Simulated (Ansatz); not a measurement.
`CB([SeH])[SeH]` + H₂O → `CB(O)[SeH]` + H₂Se  (formal hydrolysis of a B–Se bond)

Computed with Ansatz on PBE0-D4/def2-TZVP structures; ΔE is electronic, products minus reactants. CCSD(T)/CBS adds triple-zeta CCSD(T) − MP2 to the extrapolated MP2 energy (def2 sets, frozen cores). This one scheme is used for every species. Functionals use def2-TZVPP. For Se outer-core shells are correlated without core-valence functions, which leaves a few kJ/mol of doubt a bond. Scalar relativity is left out up to krypton. One conformer a species, not always the lowest.

Is it downhill or uphill in electronic energy at CCSD(T)/CBS, and by how much? (An estimate is asked.)

The calculation gave: Downhill: ΔE = -44.0 kJ/mol.

What do these levels give: B2PLYP, MP2/def2-TZVPP, CCSD(T)/def2-TZVPP, SCS-MP2/def2-QZVPP, MP2/CBS(def2), CCSD/CBS(def2)? (An estimate is asked.)

The calculation gave: B2PLYP -57.5, MP2/def2-TZVPP -41.0, CCSD(T)/def2-TZVPP -49.9, SCS-MP2/def2-QZVPP -45.9, MP2/CBS(def2) -35.1, CCSD/CBS(def2) -48.0 kJ/mol.

Largest T1 diagnostic among the species: 0.011.

In def2-TZVPP, CCSD(T) changes the Hartree–Fock value by +24.2 kJ/mol (the triples alone add +4.1 kJ/mol) and MP2 by +33.1 kJ/mol. The D4 term adds +8.5 kJ/mol with B3LYP and +4.5 kJ/mol with PBE0; it sums over pairs of atoms, weighted by their polarisabilities, and B3LYP, whose exchange is more repulsive, gets the larger term.

B3LYP here is the variant with VWN-RPA as its local correlation; programs differ in this.
